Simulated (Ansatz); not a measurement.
`C[CH2][InH][SH]` → `[SH][InH2]` + `C=C` at 700 K and 1 bar (β-hydride elimination).

Program: Ansatz. Geometries: PBE0-D4/def2-TZVP. ΔE: electronic, gas phase. CCSD(T)/CBS adds triple-zeta CCSD(T) − MP2 to the extrapolated MP2 energy (def2 sets, frozen cores). This one scheme is used for every species. def2 core potentials past Kr. For In outer-core shells are correlated without core-valence functions, which leaves a few kJ/mol of doubt a bond. Each species was taken in one conformer, which may not be the lowest.

```tsv
species	CCSD(T)/CBS energy (Eh)	H − E (kJ/mol)	S (J/(mol·K))
`C[CH2][InH][SH]`	-667.92823	290.0	486.5
`[SH][InH2]`	-589.39884	100.6	355.5
`C=C`	-78.48111	168.9	268.4
```

H − E and S are ideal-gas, rigid-rotor, harmonic terms from PBE0-D4/def2-TZVP, for one conformer and one mirror image of each species. 1 Eh = 2625.50 kJ/mol, R = 8.31446 J/(mol·K).

Task: By hand: ΔE, ΔH, ΔS and ΔG.

Result: ΔE = (-589.39884) + (-78.48111) − (-667.92823) = 0.04828 Eh = 126.8 kJ/mol. Δ(H − E) = 100.6 + 168.9 − 290.0 = -20.5, so ΔH = 106.3 kJ/mol. ΔS = 355.5 + 268.4 − 486.5 = 137.4 J/(mol·K). ΔG = 106.3 − 700 × (137.4)/1000 = 10.1 kJ/mol.

Task: By hand: the equilibrium constant, and the temperature at which ΔG would vanish if ΔH and ΔS stayed fixed.

Result: log₁₀ K = −ΔG/(RT ln 10) = -0.8. ΔG = 0 at ΔH/ΔS = 774 K.

The number of gas molecules changes by +1, which sets the sign of ΔS. A doubt of 5 kJ/mol in ΔE shifts log₁₀ K by 0.4 here. Other conformers and mirror images would add mixing entropy, several J/(mol·K) or more a flexible species. Modes under 60 cm⁻¹, often nearly free rotors, make the harmonic entropy too high. These are equilibria of isolated gas molecules and say nothing of rates. Largest T1 diagnostic: 0.014 (customary marks: 0.02 for closed shells, 0.045 for open ones).
